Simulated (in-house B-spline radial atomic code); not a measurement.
Inner-shell binding energies (edges) and X-ray emission energies of free atoms and ions, as differences of relaxed hole-state energies with first-order Breit, QED and recoil terms, without correlation or multiplet splittings, in NIST's listed ground configurations. For neutral atoms such line energies lie within some 1 to 5 eV of tabulated X-ray lines (up to 20 eV for the heaviest). Removing outer electrons raises all edges nearly alike, so lines move far less than edges. K = 1s, L1 = 2s, L2 = 2p1/2, L3 = 2p3/2. A dash marks a subshell that is part filled or wasn't run, or a line left out. Computed with a B-spline radial code for spherical atoms: Dirac-Hartree-Fock, average of the configuration, finite nuclei.

| ion | configuration | K edge (eV) | L1 edge (eV) | K-L3 (eV) | K-L2 (eV) |
| --- | --- | --- | --- | --- | --- |
| Au+ | [Xe] 4f14 5d10 | 80735.7 | 14377.4 | 68800.4 | 66985.6 |
| Au2+ | [Xe] 4f14 5d9 | 80750.4 | 14392.1 | 68800.3 | 66985.6 |
| Au3+ | [Xe] 4f14 5d8 | 80766.5 | 14408.3 | 68800.3 | 66985.5 |
| Au4+ | [Xe] 4f14 5d7 | 80783.9 | 14425.8 | 68800.2 | 66985.4 |
| Au5+ | [Xe] 4f14 5d6 | 80802.6 | 14444.5 | 68800.1 | 66985.3 |
| Au6+ | [Xe] 4f14 5d5 | 80822.3 | 14464.4 | 68800 | 66985.3 |
| Au7+ | [Xe] 4f14 5d4 | 80843.2 | 14485.2 | 68800 | 66985.2 |
